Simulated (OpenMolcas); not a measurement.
## Lines of Cu4+: computed and rescaled rates

```json
{
 "Program": "OpenMolcas 26.06",
 "Method": "MS-CASPT2, IPEA 0.25 Eh, imaginary shift 0.1 Eh (closed shells correlated: 3s 3p)",
 "Basis": "ANO-RCC-VQZP [7s6p4d3f2g1h]",
 "Scalar Hamiltonian": "DKH2, point nucleus",
 "Active space": "7 electrons in 10 orbitals (3d 4d)",
 "State averaging": "2S+1 = 4 even, 10 roots; 2S+1 = 2 even, 40 roots",
 "Spin-orbit coupling": "state interaction with AMFI integrals over the reference wave functions, term energies averaged over their components"
}
```

Rates come from the transition moments of the reference wave functions (E1 and E2 in the length form). At fixed line strength A goes as λ^-3 for E1 and M1 and as λ^-5 for E2, so a rate at the computed wavelength can be rescaled to the measured one. Measured vacuum wavelengths follow from level energies in Sugar and Musgrove, J. Phys. Chem. Ref. Data 19, 527 (1990). Branching counts decays inside the model space alone, at computed energies, and the table is only a selection of the E2 and M1 lines, drawn from those between levels with measured partners whose computed energy lies within a factor of 1.5 of the measured one.

| Upper | Lower | Type | λ computed (nm) | λ measured (nm) | A computed (s-1) | A rescaled (s-1) | Branching % |
| --- | --- | --- | --- | --- | --- | --- | --- |
| 3d⁷ ⁴F_3/2 | 3d⁷ ⁴F_5/2 | M1 | 13650 | 13010 | 2.55e-02 | 2.95e-02 | 100.0 |
| 3d⁷ ⁴P_1/2 | 3d⁷ ⁴P_3/2 | M1 | 11200 | 11500 | 3.00e-02 | 2.77e-02 | 26.1 |
| 3d⁷ ⁴F_5/2 | 3d⁷ ⁴F_7/2 | M1 | 9190 | 8746 | 7.45e-02 | 8.64e-02 | 100.0 |
| 3d⁷ ⁴F_7/2 | 3d⁷ ⁴F_9/2 | M1 | 6555 | 6189 | 1.20e-01 | 1.43e-01 | 100.0 |
| 3d⁷ ²P_3/2 | 3d⁷ ⁴P_5/2 | M1 | 1667 | 1616 | 6.07e-01 |  | 35.4 |
| 3d⁷ ²P_1/2 | 3d⁷ ⁴P_1/2 | M1 | 1614 | 1555 | 7.70e-01 |  | 92.4 |
| 3d⁷ ²H_11/2 | 3d⁷ ²G_9/2 | M1 | 1217 | 1278 | 1.97e-01 |  | 97.5 |
| 3d⁷ ²H_9/2 | 3d⁷ ²G_9/2 | M1 | 1048 | 1081 | 6.71e-01 |  | 72.0 |
| 3d⁷ ⁴P_3/2 | 3d⁷ ⁴F_5/2 | E2 | 539.9 | 546.3 | 2.66e-02 | 2.51e-02 | 29.1 |
| 3d⁷ ⁴P_1/2 | 3d⁷ ⁴F_3/2 | E2 | 535.2 | 543.3 | 4.79e-02 | 4.44e-02 | 41.5 |
| 3d⁷ ⁴P_1/2 | 3d⁷ ⁴F_5/2 | E2 | 515 | 521.5 | 3.73e-02 | 3.50e-02 | 32.4 |
| 3d⁷ ⁴P_3/2 | 3d⁷ ⁴F_7/2 | E2 | 509.9 | 514.1 | 4.81e-02 | 4.62e-02 | 52.6 |
| 3d⁷ ⁴P_5/2 | 3d⁷ ⁴F_9/2 | E2 | 477.8 | 480.2 | 1.03e-01 | 1.00e-01 | 67.1 |
| 3d⁷ ²G_9/2 | 3d⁷ ⁴F_7/2 | M1 | 472.6 | 477.1 | 5.36e-01 |  | 22.9 |
| 3d⁷ ²G_7/2 | 3d⁷ ⁴F_5/2 | M1 | 464.3 | 468.6 | 4.95e-01 |  | 38.0 |
| 3d⁷ ²G_7/2 | 3d⁷ ⁴F_7/2 | M1 | 442 | 444.8 | 6.91e-01 |  | 53.0 |
| 3d⁷ ²G_9/2 | 3d⁷ ⁴F_9/2 | M1 | 440.8 | 443 | 1.81e+00 |  | 77.1 |
| 3d⁷ ²F_7/2 | 3d⁷ ²G_7/2 | M1 | 380 | 385 | 6.74e-01 |  | 28.4 |
| 3d⁷ ²D_5/2(1) | 3d⁷ ⁴F_7/2 | M1 | 336.3 | 340.7 | 3.56e+00 |  | 77.9 |
| 3d⁷ ²D_3/2(1) | 3d⁷ ⁴F_3/2 | M1 | 331.4 | 336 | 1.68e+00 |  | 26.8 |
| 3d⁷ ²D_3/2(1) | 3d⁷ ⁴F_5/2 | M1 | 323.6 | 327.5 | 3.31e+00 |  | 52.6 |
| 3d⁷ ²F_5/2 | 3d⁷ ⁴F_3/2 | M1 | 215.4 | 217.6 | 5.46e-01 |  | 34.5 |
| 3d⁷ ²F_7/2 | 3d⁷ ⁴F_9/2 | M1 | 198.1 | 199.7 | 5.30e-01 |  | 22.3 |
| 3d⁷ ²D_3/2(2) | 3d⁷ ²G_7/2 | E2 | 186.2 | 189.6 | 1.28e+01 | 1.17e+01 | 51.4 |
| 3d⁷ ²D_5/2(2) | 3d⁷ ²G_9/2 | E2 | 178.3 | 181.5 | 1.29e+01 | 1.18e+01 | 42.9 |

Spin-changing lines and M1 lines between different terms are not rescaled, since their strength hangs on the term gaps too.

The largest correction is for 3d⁷ ⁴F_7/2 → 3d⁷ ⁴F_9/2 (M1): 1.20e-01 × (6555 / 6189)^3 = 1.43e-01 s-1, a factor of 1.19.

The computed rate and branching of 3d⁷ ⁴F_7/2 → 3d⁷ ⁴F_9/2 give the upper level a radiative lifetime of 1.000 / 1.20e-01 s-1 = 8.33e+00 s, counting decays inside the model space alone. The rescaled rate gives about 7.0e+00 s.

These are rates of the free ion; in crystals, glasses and complexes forced electric-dipole and non-radiative decay shorten such lifetimes by orders of magnitude. No measured rate stands beside these. Rescaling mends the energy factor alone: line strengths can still be far off where a level mixes with configurations outside the active space, and weak or spin-changing lines hang on small mixing coefficients that depend on the term gaps too, so rescaling need not improve them.

CASPT2 does not keep the components of a term degenerate, so their means are used; among the terms shown or strongly mixed into the levels shown the widest spread is 1100 cm-1 (3d⁷ ⁴F). Active for correlation alone: 4d; no level in the range computed is led by a configuration that fills it, so any true level of that kind is missing. The CASPT2 spread within a term exceeds the gap to the next term for 3d⁷ ²H and 3d⁷ ²D(1), so the order of their levels is uncertain. Measured partners are found by configuration, term and J. A level has none where our copy of the source lacks it or the pairing is in doubt (some pairs that miss far off the trend of their configuration count as doubtful). Levels of configurations outside the active space are missing.

A number in round brackets counts repeated terms of one configuration in the order of the reference energies.
